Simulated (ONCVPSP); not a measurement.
## Transferability test, ONCV potential for Co (Z = 27)

- Element: cobalt
- Generator: ONCVPSP 4.0.1
- Type: optimised norm-conserving Vanderbilt (ONCV)
- Functional: PBE
- Relativity: scalar-relativistic
- Frozen core: [Ne]
- Valence charge: 17
- Reference configuration: 3s2 3p6 3d7 4s1.5 (charge +0.5)
- Partial waves: 3s+4s: rc 1.05 bohr, ncon 4, nbas 8, qcut 9.7 1/bohr, 2 projectors; 3p: rc 1.15 bohr, ncon 4, nbas 8, qcut 13.3 1/bohr, 2 projectors, debl 3.7 Ha; 3d: rc 1.70 bohr, ncon 3, nbas 7, qcut 11.2 1/bohr, 2 projectors, debl 1.6 Ha
- Local potential: polynomial inside 0.80 bohr (lpopt 1, dvloc0 6 Ha)
- Core correction: Teter function, fcfact 2.75, rcfact 1.55

Energies are relative to the spin-unpolarised reference configuration 3s2 3p6 3d7 4s1.5; without spin polarisation the order of configurations can differ from experiment.

```tsv
valence configuration	charge	ΔE all-electron (eV)	error AE − PS (meV)
3s2 3p6 3d7 4s1	+1	5.428	+0.1
3s2 3p6 3d7 4s0 4p1	+1	10.797	+1.7
```

(1) What are ΔE and the potential's error for 3s2 3p6 3d7 4s2?

(2) What are ΔE and the potential's error for 3s2 3p6 3d7 4s0?

Results:

(1) ΔE = -3.603 eV all-electron; the error (AE − PS) is +0.6 meV.

(2) ΔE = 22.213 eV all-electron; the error (AE − PS) is +3.5 meV.
